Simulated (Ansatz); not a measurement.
Relaxation of CHClOSe (5 atoms, charge 0, multiplicity 1), to a largest force component of 0.02 eV/Å in at most 40 steps.

These are results of RKS LDA/def2-SVP in Ansatz, not measurements.

```xyz
5
Properties=species:S:1:pos:R:3
O 0.560 0.836 0.575
C 0.015 -0.357 0.166
Cl 0.268 -1.767 1.146
Se -1.143 -0.478 -1.899
H 0.350 1.692 -0.028
```

**Question.** Where does it end, and by what steps?

**Answer.** It converged. After 8 steps the energy has fallen by 2.740 eV; Se4 moved furthest, 0.45 Å.

| step | energy less start (eV) | largest force component (eV/Å) | accepted |
| --- | --- | --- | --- |
| 0 | 0.0000 | 4.033 | yes |
| 1 | -1.6931 | 3.975 | yes |
| 2 | -2.6710 | 0.738 | yes |
| 3 | -2.7008 | 0.796 | yes |
| 4 | -2.7133 | 0.608 | yes |
| 5 | -2.7373 | 0.272 | yes |
| 6 | -2.7395 | 0.189 | yes |
| 7 | -2.7400 | 0.031 | yes |
| 8 | -2.7401 | 0.005 | yes |

```xyz
5
Properties=species:S:1:pos:R:3
O 0.489 0.771 0.537
C -0.043 -0.313 0.013
Cl 0.235 -1.660 1.037
Se -0.918 -0.370 -1.524
H 0.288 1.497 -0.104
```

Whether the end is a true minimum wasn't checked by a vibrational analysis.

Time of the run: 14 s on 1 thread of Arm Neoverse V2, on a shared host, peak memory 0.13 GiB.
